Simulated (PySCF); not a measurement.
# Ionisation energy of Pt⁵⁷⁺ by level of theory

Pt⁵⁷⁺ [Ar] 3d3 [3d3/2^3, M_J = 3/2] → Pt⁵⁸⁺ [Ar] 3d2 [3d3/2^2, M_J = 2], as a difference of total energies. All numbers are calculated (PySCF 2.14, the two-component X2C-1e Hamiltonian, in an uncontracted even-tempered set (15 s from 17 bohr⁻², ratio 2.8; 12 p from 22 bohr⁻², ratio 2.8; 8 d from 22 bohr⁻², ratio 2.8; 3 f from 70 bohr⁻², ratio 3)). Correlated levels: [Ne] frozen; the 72 highest virtual spinors dropped. "Screened" scales the spin-orbit matrix elements by Boettger's factors to mimic the two-electron term; Breit and QED terms are absent.

```csv
method,ionisation energy (eV)
GHF (spin-free),5759.9
GMP2 (spin-free),5759.7
GHF (screened spin-orbit),5802.9
GMP2 (screened spin-orbit),5803.7
```

Breit and QED terms and the two-electron picture change are absent.

The spin-free rows relax to the high-spin LS determinant and lack the spin-orbit shift.

The labels give the starting determinants; with spin-orbit coupling the two ends relaxed to ⟨J²⟩ = 3.76, ⟨L²⟩ = 7.59, ⟨S²⟩ = 2.08 and ⟨J²⟩ = 6.01, ⟨L²⟩ = 10.11, ⟨S²⟩ = 1.55.

For comparison: 5800 ± 6 eV (theoretical estimate listed by NIST; NIST Atomic Spectra Database, ionization energies).
